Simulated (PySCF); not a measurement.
C$_{4}$H$_{9}$BO, singlet, at a GFN2-xTB geometry, with bond 8-4 at 1.8 times its length; SA2-CASSCF(4,3)/STO-3G in PySCF.

The PySCF input:
```python
from pyscf import gto, scf, mcscf
import numpy

mol = gto.Mole()
mol.atom = '''
    B     0.195178    0.644767    0.770453
    C    -0.506902   -0.424480   -0.195482
    C    -1.773816    0.053283   -0.821772
    C    -1.946845    0.251839   -2.115720
    H    -0.726948   -1.317743    0.401051
    H     0.187624   -0.740225   -0.979383
    H    -2.581181    0.258518   -0.130571
    H    -0.532704   -0.093118   -3.399873
    H    -2.876149    0.614546   -2.520842
    H    -0.322944    1.650418    1.081109
    O     1.401597    0.468041    1.297539
    C     2.220795   -0.655945    1.077963
    H     2.539820   -0.702271    0.033537
    H     3.099049   -0.558475    1.717694
    H     1.693880   -1.581309    1.324037
'''
mol.basis = 'sto-3g'
mol.charge = 0
mol.spin = 0
mol.verbose = 4
mol.build()

mf = scf.RHF(mol)
mf.kernel()
mc = mcscf.CASSCF(mf, 3, 4)
mc.fix_spin_(ss=0.0)
mc = mc.state_average_([0.5, 0.5])
mc.kernel()
```

It wrote (shortened):

```
PySCF version 2.14.0

[INPUT] verbose = 4
[INPUT] num. atoms = 15
[INPUT] num. electrons = 46
[INPUT] charge = 0
[INPUT] spin (= nelec alpha-beta = 2S) = 0
[INPUT] symmetry False subgroup None
[INPUT] Mole.unit = angstrom
[INPUT] Symbol           X                Y                Z      unit          X                Y                Z       unit  Magmom
[...]
nuclear repulsion = 209.917864330124
number of shells = 27
number of NR pGTOs = 117
number of NR cGTOs = 39
basis = sto-3g
ecp = {}

******** <class 'pyscf.scf.hf.RHF'> ********
method = RHF
initial guess = minao
damping factor = 0
level_shift factor = 0
DIIS = <class 'pyscf.scf.diis.CDIIS'>
diis_start_cycle = 1
diis_space = 8
diis_damp = 0
SCF conv_tol = 1e-09
SCF conv_tol_grad = None
SCF max_cycles = 50
direct_scf = True
direct_scf_tol = 1e-13
Set gradient conv threshold to 3.16228e-05
Initial guess from minao.
init E= -253.805880392217
[...]
cycle= 1 E= -252.787985668083  delta_E= 1.02  |g|= 0.461  |ddm|=  4.6
[...]
cycle= 2 E= -252.863457692014  delta_E= -0.0755  |g|= 0.168  |ddm|= 0.781
[...]
cycle= 3 E= -252.871889312171  delta_E= -0.00843  |g|= 0.0379  |ddm|= 0.227
[...]
cycle= 4 E= -252.872589333772  delta_E= -0.0007  |g|= 0.00554  |ddm|= 0.0772
[...]
cycle= 5 E= -252.872603373431  delta_E= -1.4e-05  |g|= 0.0025  |ddm|= 0.0102
[...]
cycle= 6 E= -252.872605729022  delta_E= -2.36e-06  |g|= 0.000727  |ddm|= 0.00377
[...]
cycle= 7 E= -252.872606155382  delta_E= -4.26e-07  |g|= 0.00026  |ddm|= 0.00187
[...]
cycle= 8 E= -252.872606191777  delta_E= -3.64e-08  |g|= 5.77e-05  |ddm|= 0.000572
[...]
cycle= 9 E= -252.872606193982  delta_E= -2.21e-09  |g|= 1.28e-05  |ddm|= 0.000156
[...]
cycle= 10 E= -252.87260619409  delta_E= -1.07e-10  |g|= 3.36e-06  |ddm|= 3.08e-05
[...]
Extra cycle  E= -252.872606194098  delta_E= -8.13e-12  |g|= 1.36e-06  |ddm|= 5.93e-06
converged SCF energy = -252.872606194098

******** <class 'pyscf.mcscf.addons.StateAverageCASSCF'> ********
CAS (2e+2e, 3o), ncore = 21, nvir = 15
max_cycle_macro = 50
max_cycle_micro = 4
conv_tol = 1e-07
conv_tol_grad = None
orbital rotation max_stepsize = 0.02
orbital rotation threshold for CI restart = 0.01
augmented hessian ah_max_cycle = 30
augmented hessian ah_conv_tol = 1e-12
augmented hessian ah_linear dependence = 1e-14
augmented hessian ah_level shift = 1e-08
augmented hessian ah_start_tol = 2.5
augmented hessian ah_start_cycle = 3
augmented hessian ah_grad_trust_region = 3
kf_trust_region = 3
kf_interval = 4
ci_response_space = 4
ci_grad_trust_region = 3
with_dep4 0
natorb = False
canonicalization = True
sorting_mo_energy = False
ao2mo_level = 2
internal_rotation = False
******** <class 'pyscf.mcscf.addons.StateAverageSpinPenaltyFCISolver'> ********
max. cycles = 50
conv_tol = 1e-08
davidson only = True
linear dependence = 1e-12
level shift = 0.001
max iter space = 12
nroots = 2
pspace_size = 400
spin = None
State-average over 2 states with weights [0.5, 0.5]
CASCI E = -252.821372740151  S^2 = 0.0000000
Set conv_tol_grad to 0.000316228
macro iter   1 ( 20 JK    4 micro), CASSCF E = -252.849055980910  dE = -2.76832408e-02  S^2 = 0.0000000
               |grad[o]|=0.149  |ddm|=0.0473  |maxRot[o]|=0.178
macro iter   2 ( 13 JK    4 micro), CASSCF E = -252.852316286301  dE = -3.26030539e-03  S^2 = 0.0000000
               |grad[o]|=0.0247  |ddm|=0.00544  |maxRot[o]|=0.113
macro iter   3 (  9 JK    3 micro), CASSCF E = -252.852375370575  dE = -5.90842733e-05  S^2 = 0.0000000
               |grad[o]|=0.00352  |ddm|=0.000282  |maxRot[o]|=0.0145
macro iter   4 (  3 JK    1 micro), CASSCF E = -252.852375397292  dE = -2.67174300e-08  S^2 = 0.0000000
               |grad[o]|=7.76e-05  |ddm|=7.38e-06  |maxRot[o]|=0.000284
1-step CASSCF converged in   4 macro ( 45 JK  12 micro) steps
CASSCF canonicalization
Density matrix diagonal elements [1.74489996 1.51517666 0.73992339]
CASSCF energy = -252.852375397292
CASCI E = -252.852375397292  E(CI) = -3.49922409779776  S^2 = 0.0000000
CASCI state-averaged energy = -252.852375397292
CASCI energy for each state
  State 0 weight 0.5  E = -252.946800081494 S^2 = 0.0000000
  State 1 weight 0.5  E = -252.757950713091 S^2 = 0.0000000
```
